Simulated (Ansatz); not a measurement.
The first iterations of a band of CH5SSb (8 atoms, charge 0, multiplicity 1).

These are results of RKS PBE0-D4/def2-SVP in Ansatz 0.2.0, not measurements.

```json
{
  "movable images": "6",
  "climbing image": "no",
  "spring": "5.0 eV/Å²",
  "optimiser": "quadratic models (default)",
  "start path": "IDPP",
  "force threshold": "0.05 eV/Å",
  "iteration limit": "60",
  "end points": "relaxed"
}
```

Initial state:

```xyz
8
Properties=species:S:1:pos:R:3
C -0.806 1.151 -0.520
S -0.297 0.238 0.971
Sb 1.115 -1.481 -0.046
H -1.375 0.523 -1.219
H 0.049 1.606 -1.042
H -1.464 1.958 -0.166
H 2.404 -1.288 1.073
H 0.466 -2.765 0.894
```

Final state:

```xyz
8
Properties=species:S:1:pos:R:3
C -0.633 0.890 -0.463
S -0.519 0.501 1.307
Sb 0.968 -1.431 1.325
H -1.077 0.059 -1.030
H 0.351 1.140 -0.886
H -1.289 1.769 -0.550
H 2.107 -0.752 0.226
H 0.184 -2.233 0.016
```

| iteration | highest image above the first end (eV) | largest band force component (eV/Å) |
| --- | --- | --- |
| 1 | 2.081 | 1.566 |
| 2 | 2.015 | 0.982 |

**Question.** Does the band converge within its limit, and where does its top end?

**Answer.** It converged. It ended after 7 iterations with the highest image 1.804 eV above the first end. Neighbouring images differ by up to 1.3 eV, so the band resolves the path poorly. No image climbed, so the highest image needn't sit at the top of the path.

The run took 94 s on 1 thread of Intel(R) Xeon(R) 6975P-C (Granite Rapids), on a shared host, peak memory 0.19 GiB.
